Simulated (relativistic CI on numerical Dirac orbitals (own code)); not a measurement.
## Cubic crystal-field splitting of Tm²⁺ by operator equivalents

Problem. Tm²⁺ (4f13) sits in a cubic field with the Wybourne parameters B⁴₀ = -750 and B⁶₀ = -80 cm⁻¹. Find the levels of its ground J multiplet, neglecting the mixing with the other J.

Working.
1. One f hole has the ground level ²F7/2 with g_J = 8/7 and the Stevens factors β = −2/1155 and γ = 4/27027.
2. Stevens form: B₄ = β B⁴₀/8 = 0.1623 and B₆ = γ B⁶₀/16 = -0.00074 cm⁻¹, in H = B₄(O₄⁰ + 5O₄⁴) + B₆(O₆⁰ − 21O₆⁴).
3. For J = 7/2 the eigenvalues are E(Γ6) = 840B₄ − 25200B₆ = 155.0, E(Γ7) = −1080B₄ − 15120B₆ = -164.1 and E(Γ8) = 120B₄ + 20160B₆ = 4.6 cm⁻¹.
4. Order and energies above the lowest: Γ7 0.0, Γ8 168.7, Γ6 319.1 cm⁻¹. A Γ7 ground doublet has the isotropic |g| = 3.429.

Check. Diagonalising spin-orbit coupling (free-ion gap 8658 cm⁻¹, from a Dirac-Coulomb-Breit calculation) and field together in all 14 states gives Γ7 0.0, Γ8 167.9, Γ6 319.8 cm⁻¹, with |g| = 3.440. The other multiplet starts at 8681 cm⁻¹; the differences from the hand values come from J mixing and grow with the ratio of the field to that gap.
